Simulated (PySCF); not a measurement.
An unknown is described by computed data only.

Formula: C6H5F.

| Quantity | Value |
| --- | --- |
| UV, first state | lowest singlet excitation: 3.67 eV (337 nm, f = 0.014) [TDDFT CAM-B3LYP/def2-SVPD] |
| XPS | C1s 289.9, C1s 290.0, C1s 290.1, C1s 290.1, C1s 290.9, C1s 292.9, F1s 693.3 eV [ΔSCF SCAN, pcX-2 on the ionised atom, pcseg-1 elsewhere, spin-free X2C] |
| UV, strongest line | among the 8 lowest singlet transitions: S2 at 5.38 eV (230 nm, f = 0.424) [TDDFT CAM-B3LYP/def2-SVPD] |
| Rotational structure | rotational constants A, B, C: 7.567, 1.934, 1.540 GHz [GFN2-xTB] |
| Polarisability | 71.1 au [CAM-B3LYP/def2-SVPD] |
| Dipole | 1.09 D [CAM-B3LYP/def2-SVPD] |

The electronic properties come from PySCF, for the isolated species, density fitting. Levels stand in brackets. Geometry: GFN2-xTB; no solvent, vibrations or thermal averaging.

**Question.** What is the compound? Reason from the data.

**Answer.** Numbering: `[F:1][CH:2]=[C:3]1[CH:4]=[CH:5][CH:6]=[CH:7]1`. Its formula, C6H5F, gives 4 degrees of unsaturation: 1 ring and 3 π bonds in the structure found. The core levels belong to: C1s 289.9 eV, alkene CH carbon [C7]; C1s 290.0 eV, alkene CH carbon [C4]; C1s 290.1 eV, alkene CH carbon [C5]; C1s 290.1 eV, alkene CH carbon [C6]; C1s 290.9 eV, fully substituted alkene carbon [C3]; C1s 292.9 eV, vinylic C–F carbon [C2]; F1s 693.3 eV, vinyl fluorine [F1]. The hole state at 292.9 eV has ⟨S²⟩ = 0.84 against 0.75, so that value is less sure. The hole state at 290.9 eV has ⟨S²⟩ = 0.83 against 0.75, so that value is less sure. The hole state at 290.1 eV has ⟨S²⟩ = 0.83 against 0.75, so that value is less sure. The hole state at 290.1 eV has ⟨S²⟩ = 0.84 against 0.75, so that value is less sure. S1 is mainly HOMO→LUMO (weight 0.99); the largest Löwdin shares of the orbital it empties are 0.26 on each of 2 atoms of one kind (alkene CH carbon), 0.18 on an alkene CH carbon and 0.16 on an alkene CH carbon, of the orbital it fills 0.26 on the vinylic C–F carbon, 0.13 on an alkene CH carbon, 0.12 on an alkene CH carbon and 0.11 on an alkene CH carbon. The optimised geometry has point group Cs and is an asymmetric top. Structure: `FC=C1C=CC=C1`. Computed isomers that give other values at the same levels: `Fc1ccccc1` (core binding energies: C1s 290.4, C1s 290.6 (×2), C1s 290.6 (×2), C1s 292.7, F1s 692.8 eV); `C#C[C@@H]1CC=C1F` (rotational constant A: 4.201 GHz; this holds for the one conformer computed); `C#C[C@@H]1C(=C)[C@@H]1F` (rotational constant A: 3.676 GHz; this holds for the one conformer computed). The assignments are read from this structure; whether some other isomer fits the data as well wasn't checked.
